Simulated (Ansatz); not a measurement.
A nudged elastic band was laid between two geometries of a periodic cell of 17 atoms, CuSi$_{16}$ (host Si, host structure diamond, interstitial Cu), cell charge +1.

Theory: DFT PBE, scalar-relativistic, plane waves, PAW in Ansatz 0.2.0. Settings: PAW set soft_1, cutoff 420 eV, k mesh 2x2x2, fermi-dirac smearing 0.02 eV, no spin polarisation.

```yaml
movable_images: 5
climbing_image: yes
spring: 2.0 eV/Å²
optimiser: quadratic models (default)
start_path: IDPP
force_threshold: 0.03 eV/Å
iteration_limit: 38
end_points: relaxed
```

First end point:

```xyz
17
Lattice="0.0000 5.4300 5.4300 5.4300 0.0000 5.4300 5.4300 5.4300 0.0000" Properties=species:S:1:pos:R:3
Si -0.034 0.036 -0.055
Si 1.407 1.411 1.280
Si 2.900 2.533 -0.098
Si 4.022 4.026 1.280
Si 2.763 0.000 2.751
Si 3.995 1.438 4.112
Si 5.433 2.670 2.751
Si 6.901 3.962 4.155
Si 0.052 2.746 2.651
Si 1.334 4.099 4.062
Si 2.687 5.381 2.651
Si 4.208 6.654 3.914
Si 2.660 2.773 5.472
Si 4.072 4.100 6.778
Si 5.503 5.360 5.425
Si 6.763 6.791 6.778
Cu 5.768 5.094 2.433
```

Last end point:

```xyz
17
Lattice="0.0000 5.4300 5.4300 5.4300 0.0000 5.4300 5.4300 5.4300 0.0000" Properties=species:S:1:pos:R:3
Si 0.025 0.025 -0.006
Si 1.393 1.391 1.305
Si 2.795 2.796 0.050
Si 4.131 4.132 1.408
Si 2.770 -0.053 2.639
Si 4.101 1.305 4.012
Si 5.455 2.717 2.714
Si 6.790 4.024 4.112
Si -0.052 2.768 2.642
Si 1.306 4.100 4.013
Si 2.716 5.456 2.715
Si 4.024 6.790 4.113
Si 2.578 2.578 5.276
Si 3.894 3.890 6.685
Si 5.322 5.324 5.515
Si 6.718 6.718 6.791
Cu 6.449 6.445 3.783
```

**Question.** What changes between the two ends?

**Answer.** Contacts lost: Si1–Cu17, Si4–Cu17, Si7–Cu17. Contacts made: Si13–Cu17. The atom that moves furthest is Cu17, by 2.03 Å.

**Question.** What energy profile does the band end with?

**Answer.** The forces met the threshold. The highest image is number 4 of 0 to 6, 0.047 eV above the ends, which have the same energy within 2 meV. By the program's own check the climbing image is of a kind that is not told: the force calls were inconclusive, a negative curvature could not be distinguished from the path's own, the only one lies far off the path, or fixed occupations may fill a level only in part (lowest curvatures found: -0.55 and 0.81 eV/Å²). Limits of this set-up: charged cell in a uniform background, uncorrected.

```csv
image,path coordinate (Å),energy (eV),Si1–Cu17 (Å),Si4–Cu17 (Å),Si7–Cu17 (Å)
0,0.00,0.000,2.54,2.35,2.47
1,0.47,0.006,2.84,2.40,2.53
2,0.95,0.006,3.02,2.54,2.83
3,1.42,0.008,3.19,2.82,3.18
4,1.90,0.047,3.51,3.30,3.51
5,2.23,0.021,3.78,3.67,3.77
6,2.57,0.000,4.04,4.05,4.00
```

**Question.** What is the geometry of the highest image?

**Answer.** 
```xyz
17
Lattice="0.0000 5.4300 5.4300 5.4300 0.0000 5.4300 5.4300 5.4300 0.0000" Properties=species:S:1:pos:R:3
Si 0.054 0.013 -0.028
Si 1.406 1.414 1.249
Si 2.885 2.814 0.101
Si 4.190 4.181 1.469
Si 2.779 -0.071 2.646
Si 4.103 1.283 4.001
Si 5.484 2.684 2.730
Si 6.835 3.961 4.132
Si -0.046 2.774 2.608
Si 1.305 4.051 4.010
Si 2.686 5.451 2.739
Si 4.011 6.806 4.094
Si 2.599 2.553 5.271
Si 3.904 3.921 6.639
Si 5.383 5.321 5.492
Si 6.734 6.722 6.768
Cu 6.110 6.083 3.370
```

The run took 9.3 min on 1 thread of Arm Neoverse V1, with other jobs on the host, peak memory 0.92 GiB.
